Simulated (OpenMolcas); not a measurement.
**What dynamic correlation does to the levels of C IV**

```
Program             : OpenMolcas 26.06
Basis               : ANO-RCC-VDZP [3s2p1d]
Scalar Hamiltonian  : DKH2, point nucleus
Active space        : 1 electron in 4 orbitals (2s 2p)
State averaging     : 2S+1 = 2 even, 1 root; 2S+1 = 2 odd, 3 roots
Spin-orbit coupling : RASSI with atomic mean-field integrals over the reference wave functions, term energies averaged over their components
```

Methods on the same reference wave functions:
A. CASSCF
B. SS-CASPT2, IPEA 0.25 Eh, imaginary shift 0.1 Eh (closed shells correlated: 1s)

Energies in cm⁻¹ above 2s ²S_1/2, the measured ground level; measured values from Moore, Selected Tables of Atomic Spectra, NSRDS-NBS 3, section 3.

| Level | A | B | Measured |
| --- | --- | --- | --- |
| 2s ²S_1/2 | 0.0 | 0.0 | 0.0 |
| 2p ²P°_1/2 | 64879 | 64809 | 64484 |
| 2p ²P°_3/2 | 64969 | 64899 | 64592 |

Deviations, from unrounded energies. A percentage is the sum of absolute deviations over the sum of measured energies, with the sign that they share, or ± where signs differ.

```
           Against measurement  Levels     A     B
mean absolute deviation (cm-1)       2   390   320
      other configurations (%)       2  +0.6  +0.5
```

B lies closest to measurement on these levels. The largest miss of B in the table is 2p ²P°_1/2, by +330 cm-1. The ranking rests on the paired levels alone, and a cruder setting can come out closer through cancelling errors.

The lowest spin-free term lies below A's lowest term by 0.001 hartree in B.

The basis is small and was not contracted for so high a charge. With one active electron the reference holds no correlation, so core polarisation is missing (holds for A). With one active electron, CASPT2 adds the correlation within the correlated inactive shells and between them and that electron, and leaves the splitting within a term as the reference gives it (holds for B). Measured partners are found by configuration, term and J. A level has none where our copy of the source lacks it or the pairing is in doubt (some pairs that miss far off the trend of their configuration count as doubtful), and it then counts in no deviation. Levels of configurations outside the active space are missing.

° marks odd parity.
